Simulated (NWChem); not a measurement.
CH₄O₂Si; SMILES O=C[SiH2]O

```xyz
8

O     -0.6566     1.6544     0.0000
C      0.4612     1.1586     0.0000
Si     0.5443    -0.7728     0.0000
O     -1.0609    -1.1811     0.0000
H      1.3522     1.8284     0.0000
H      1.2661    -1.2456    -1.2106
H      1.2661    -1.2456     1.2106
H     -1.5975    -0.3658     0.0000
```
Atoms are numbered in this order, from 1.

Program: NWChem. Pople sets run with spherical d functions. All runs use the structure optimised with B3LYP/6-31G* (spherical d). Level: B3LYP/6-31G* with SMD (1 M gas to 1 M solution), gas-phase geometry. Reactions with the solvent are ignored.

Estimate the computed values for solvent water. Quantities: solvation free energy (kcal/mol); cavity-dispersion-structure term (kcal/mol); dipole in solution (D).

The solvation free energy (kcal/mol) is -3.3, the cavity-dispersion-structure term (kcal/mol) is 4.0 and the dipole in solution (D) comes out as 2.72.
